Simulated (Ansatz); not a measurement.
CH5FOSi (`C[SiH](O)F`). The species carries charge 0 and has multiplicity 1.

Cartesian coordinates in Å:
```
C -0.527 0.107 -1.023
Si 0.243 -0.466 0.560
O 1.287 0.619 1.196
F -0.949 -0.738 1.594
H -1.212 -0.651 -1.412
H 0.240 0.294 -1.778
H -1.097 1.028 -0.878
H 1.014 -1.718 0.427
H 1.001 1.525 1.314
```

Question: What are the harmonic wavenumbers in cm⁻¹ at PBE0-D4/def2-TZVP (Ansatz, finite differences of forces, unscaled)? (Estimate.)

Answer: Ansatz gave: 151, 195, 241, 301, 340, 666, 717, 752, 829, 840, 891, 921, 965, 1284, 1444, 1448, 2276, 3050, 3134, 3140, 3928.

Question: Is this a minimum?

Answer: Yes, all 21 modes are real.

Question: Give the ideal-gas thermochemistry at 298.15 K and 1 bar (rigid rotor, harmonic oscillator; point group C1, symmetry number 1).

Answer: Zero-point energy 164.6 kJ/mol; H(298) − E = 182.7 kJ/mol; entropy 314.7 J/(mol·K), of which translation 163.5, rotation 105.4, vibration 45.8; G(298) − E = 88.9 kJ/mol.
